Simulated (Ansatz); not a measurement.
## One arrangement of a pair

The pair of F⁻ (SMILES [F-], atom 1) and H₂ (SMILES [H][H], atoms 2–3), both closed shells, in one local arrangement (a lower one may exist), relaxed at PBE0-D4/def2-TZVPD:

F1  (-0.063, 0.037, -1.342)
H2  (0.050, -0.030, 1.077)
H3  (0.012, -0.007, 0.265)
(Å)

Program: Ansatz 0.2.0. Basis: def2-TZVPPD, with def2-QZVPPD for the basis limit. Cores are frozen in the correlated methods. B3LYP uses VWN-RPA correlation. Extrapolation: Hartree–Fock as exp(−7.88 √X), correlation as X^−2.97. Interaction energies count from these two fragments, frozen as in the pair, with the counterpoise correction; negative means bound.

**Question.** What is the interaction energy by CCSD(T) at an estimated basis limit (MP2 extrapolated from triple and quadruple zeta, plus CCSD(T) − MP2 in triple zeta)? (Judge from chemistry; the value comes from the calculation.)

**Answer.** By the calculation: -7.82 kcal/mol. Hartree–Fock alone gives -5.90 kcal/mol at the basis limit. It counts from the two fragments frozen as in the pair.

The same quantity by other methods in triple zeta, and each one's difference from that estimate:
```
   method  E_int (kcal/mol)  difference
   PBE-D4            -10.12       -2.30
revPBE-D4             -8.74       -0.93
  BLYP-D4             -8.76       -0.94
r2SCAN-D4            -10.03       -2.22
   B97M-V            -10.59       -2.77
  PBE0-D4             -9.87       -2.06
 B3LYP-D4             -9.05       -1.24
 HSE06-D4             -9.91       -2.09
  wB97X-V             -8.34       -0.53
  wB97M-V             -8.57       -0.76
   B2PLYP             -8.02       -0.21
       HF             -5.78        2.04
      MP2             -6.94        0.88
     CCSD             -6.77        1.05
  CCSD(T)             -7.06        0.76
```
Differences are method less estimate.

**Question.** Which atoms make the shortest contact between the fragments?

**Answer.** F1 and H3, 1.61 Å apart.

Energy to bend the free fragments (PBE0-D4 minima) into their shapes in the pair, CCSD(T)/def2-TZVPPD: H₂ 1.75 kcal/mol. This must be added to the interaction energy to get the binding energy from relaxed fragments.

Basis-set superposition shift (counterpoise-corrected less uncorrected): CCSD(T) 0.63; MP2 0.62; HF 0.03; PBE0-D4 0.02; wB97M-V 0.03 kcal/mol.

T1 diagnostic: at most 0.023.

For scale, one of the runs: CCSD(T)/def2-TZVPPD, 74 basis functions, launched by `ansatz run in.yaml --threads 2 --pin off --events-out ev --progress --plain --max-ram 5222MiB`. The run took about 0.45 s on 2 CPU threads (shared host).
